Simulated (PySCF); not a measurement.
C5H7Si: g tensor and hyperfine couplings

Species: C5H7Si (doublet state).
Geometry (GFN2-xTB, Å), atoms numbered from 1 in this order:
```
atom  x, y, z in Å
C1     2.2446    0.5324    0.3916
Si2    0.8001    0.1291   -0.6612
C3    -0.1678   -1.3980   -0.0740
C4    -1.3969   -1.0364    0.3042
C5    -1.7130    0.3787    0.1961
C6    -0.7418    1.1693   -0.2689
H7     3.2205    0.7190   -0.0177
H8     2.1779    0.5990    1.4633
H9     1.0935    0.0855   -2.0967
H10    0.1811   -2.4157   -0.0277
H11   -2.1469   -1.7253    0.6710
H12   -2.6956    0.7290    0.4841
H13   -0.8601    2.2339   -0.3817
```

The hyperfine couplings belong to this conformer and change with its torsions.

The species is `[CH2][SiH]1C=CC=C1` [radical].

Method: PySCF 2.14.0, UKS B3LYP, pcH-1 on C H Si, non-relativistic, mean-field spin-orbit, GIAO. The structure is a single GFN2-xTB conformer in the gas phase; no vibrational or solvent corrections. The geometry wasn't refined by DFT: couplings that depend on bond lengths, twists or pyramidal angles can differ widely from those at the functional's own minimum. No stability test was run, so a lower SCF solution isn't excluded.

```
g1, g2, g3                      : 2.00216, 2.00273, 2.00297
g_iso                           : 2.00262
Form of g                       : rhombic: the two nearest values differ by 29 % of g3 − g1
⟨S²⟩                            : 0.7537 (exact 0.7500)
HOMO–LUMO gap, α and β orbitals : 4.60, 3.61 eV
```

Hyperfine couplings atom by atom, in MHz; T1 to T3 are the principal values of the dipolar part:

```tsv
atom	isotope	a_iso	of which spin–orbit	T1	T2	T3	Mulliken spin population
C1	13C	79.1	-0.1	-75.1	-74.4	149.5	1.03
Si2	29Si	47.9	-0.1	-2.7	1.0	1.7	-0.03
C3	13C	32.0	0.0	-4.7	-4.5	9.2	0.04
C4	13C	-1.1	0.0	-1.4	-0.4	1.8	0.01
C5	13C	-1.1	0.0	-1.4	-0.4	1.8	0.01
C6	13C	32.0	0.0	-4.7	-4.5	9.2	0.04
H7	1H	-57.1	0.0	-36.6	-0.7	37.3	-0.04
H8	1H	-57.2	0.0	-36.2	-1.0	37.2	-0.04
H9	1H	-3.1	0.0	-3.0	-2.6	5.7	0.00
H10	1H	-1.8	0.0	-3.3	-0.8	4.0	0.00
H11	1H	4.8	0.0	-1.2	-0.7	1.9	0.00
H12	1H	4.9	0.0	-1.2	-0.7	1.9	0.00
H13	1H	-1.8	0.0	-3.3	-0.8	4.0	0.00
```

The largest Mulliken spin population is on C1 (+1.03). The angles at C1 add up to 360.0°, so it is planar; its axial dipolar tensor and the negative couplings of its protons fit spin in a p orbital normal to that plane.

Axes: g2 points within 8° of the C1–H7 bond.

Under fast tumbling the dipolar parts average out, and these isotropic splittings remain: 2 × 1H (H7/H8, I = 1/2, 3 lines) with 2.04 mT, 2 × 1H (H11/H12, I = 1/2, 3 lines) with 0.17 mT, 1 × 1H (H9, I = 1/2, 2 lines) with 0.11 mT and 2 × 1H (H10/H13, I = 1/2, 3 lines) with 0.06 mT.

Means are taken over nuclei equivalent by connectivity, which assumes that they swap fast.

The 13C coupling of C1 (79.1 MHz) shows only in satellite lines or after enrichment, since that isotope makes up about 1.07 % of natural carbon.

The 29Si coupling of Si2 (47.9 MHz) shows only in satellite lines or after enrichment, since that isotope makes up about 4.7 % of natural silicon.

The spin density at the nucleus, in bohr⁻³, is negative for Si2 (-0.0540) and H7/H8 (-0.0128), for instance. A restricted open-shell determinant has no negative spin density anywhere; here it arises because α and β orbitals differ (spin polarisation).
